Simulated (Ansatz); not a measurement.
`[OH][In]([Cl])[Cl]` + CH₄ → `[CH3][In]([Cl])[Cl]` + H₂O  (formal exchange of groups at the In–O bond)

Computed with Ansatz on PBE0-D4/def2-TZVP structures; ΔE is electronic, products minus reactants. CBS: MP2 limit from def2 TZ/QZ plus the TZ coupled-cluster correction, frozen cores. This one scheme is used for every species. DFT in def2-TZVPP. B3LYP here is the variant with VWN-RPA as its local correlation; programs differ in this. Elements past krypton have def2 core potentials. For In outer-core shells are correlated without core-valence functions, which leaves a few kJ/mol of doubt a bond. One conformer a species, not always the lowest.

Question: Is it downhill or uphill in electronic energy at CCSD(T)/CBS, and by how much? (Estimate.)

Answer: Computed: Uphill: ΔE = +6.2 kcal/mol.

Question: What do these levels give: LDA (SPW92), r2SCAN-D4, B97M-V, B3LYP-D4, BHLYP-D4, revPBE, r2SCAN, B3LYP, r2SCAN0, RPA@PBE/def2-TZVPP, MP2/def2-TZVPP, SCS-MP2/def2-TZVPP? (Best estimate.)

Answer: Computed: LDA (SPW92) 4.9, r2SCAN-D4 7.6, B97M-V 9.3, B3LYP-D4 7.1, BHLYP-D4 6.7, revPBE 7.3, r2SCAN 7.7, B3LYP 7.7, r2SCAN0 6.3, RPA@PBE/def2-TZVPP 6.6, MP2/def2-TZVPP 5.5, SCS-MP2/def2-TZVPP 6.8 kcal/mol.

Largest T1 diagnostic among the species: 0.014.

From r2SCAN to r2SCAN0 (25 % exact exchange), in def2-TZVPP and without D4, ΔE moves by −1.5 kcal/mol. Leaving LDA and LC-ωPBE aside and taking each functional with its dispersion term where it has one, the values, not all of them listed here, spread over 4.0 kcal/mol, from HSE06-D4 to B97M-V. LDA lies −1.9 kcal/mol from PBE without D4. At CCSD(T), def2-SVP lies +3.0 kcal/mol from the extrapolated value and def2-TZVPP −0.1 kcal/mol.
